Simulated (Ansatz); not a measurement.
A nudged elastic band was laid between two geometries of CH3BF2 + FH (9 atoms, charge 0, multiplicity 1).

Computed with RKS B3LYP-D4/def2-SVP (Ansatz 0.2.0).

- movable images: 5
- climbing image: yes
- spring: 5.0 eV/Å²
- optimiser: quadratic models (default)
- start path: through a guess of the saddle point
- force threshold: 0.05 eV/Å
- iteration limit: 60
- end points: relaxed

First end point:

```xyz
9
Properties=species:S:1:pos:R:3
B -0.475 -0.358 -0.428
C 0.304 -0.650 0.888
F 0.147 -0.282 -1.618
F -1.794 -0.288 -0.479
H 0.337 1.709 -1.407
F 0.026 2.104 -0.624
H -0.125 -0.091 1.734
H 1.376 -0.420 0.806
H 0.205 -1.724 1.129
```

Last end point:

```xyz
9
Properties=species:S:1:pos:R:3
B -1.017 0.294 -1.365
C 0.814 -0.236 1.096
F -0.566 -0.759 -2.010
F -2.015 0.169 -0.519
H 0.908 0.764 0.648
F -0.486 1.477 -1.586
H -0.138 -0.309 1.639
H 1.651 -0.397 1.791
H 0.850 -1.003 0.308
```

(1) What changes between the two ends?

(2) What energy profile does the band end with?

(3) What is the geometry of the highest image?

The band took 14 iterations and roughly 4 core-minutes.

Answers

(1) Bonds broken: B1–C2, H5–F6. Bonds formed: B1–F6, C2–H5. CH3BF2 + FH becomes BF3 + CH4.

(2) The run converged. The highest image is number 3 of 0 to 6, 107.2 kJ/mol above the first end and 242.0 kJ/mol above the last; the last end lies 134.7 kJ/mol below the first. Neighbouring images differ by up to 2.1 eV, so the band resolves the path poorly. A vibrational analysis at the climbing image gives 2 clearly imaginary modes (1222i, 76i cm⁻¹): a point of higher order, so a lower path passes nearby. The orbitals stay closed-shell, which can raise the energy where a bond breaks towards radicals; this wasn't checked here.

```json
{"image": "0", "path coordinate (Å)": "0.00", "energy (kJ/mol)": "0.0", "B1–C2 (Å)": "1.56", "H5–F6 (Å)": "0.93", "B1–F6 (Å)": "2.52"}
{"image": "1", "path coordinate (Å)": "0.93", "energy (kJ/mol)": "7.4", "B1–C2 (Å)": "1.56", "H5–F6 (Å)": "0.93", "B1–F6 (Å)": "2.42"}
{"image": "2", "path coordinate (Å)": "1.86", "energy (kJ/mol)": "17.1", "B1–C2 (Å)": "1.58", "H5–F6 (Å)": "0.93", "B1–F6 (Å)": "2.26"}
{"image": "3", "path coordinate (Å)": "2.79", "energy (kJ/mol)": "107.2", "B1–C2 (Å)": "1.74", "H5–F6 (Å)": "1.15", "B1–F6 (Å)": "1.62"}
{"image": "4", "path coordinate (Å)": "3.72", "energy (kJ/mol)": "-96.0", "B1–C2 (Å)": "2.45", "H5–F6 (Å)": "1.88", "B1–F6 (Å)": "1.34"}
{"image": "5", "path coordinate (Å)": "4.64", "energy (kJ/mol)": "-133.1", "B1–C2 (Å)": "3.05", "H5–F6 (Å)": "2.50", "B1–F6 (Å)": "1.32"}
{"image": "6", "path coordinate (Å)": "5.57", "energy (kJ/mol)": "-134.7", "B1–C2 (Å)": "3.11", "H5–F6 (Å)": "2.73", "B1–F6 (Å)": "1.31"}
```

(3) 
```xyz
9
Properties=species:S:1:pos:R:3
B -0.497 -0.009 -0.732
C 0.386 -0.281 0.740
F 0.031 -0.654 -1.778
F -1.818 -0.072 -0.540
H 0.351 0.952 0.039
F -0.072 1.549 -0.852
H -0.093 0.045 1.673
H 1.481 -0.163 0.798
H 0.231 -1.369 0.652
```

The run took 120 s on 2 threads of Arm Neoverse V2, on a shared host, peak memory 0.17 GiB.
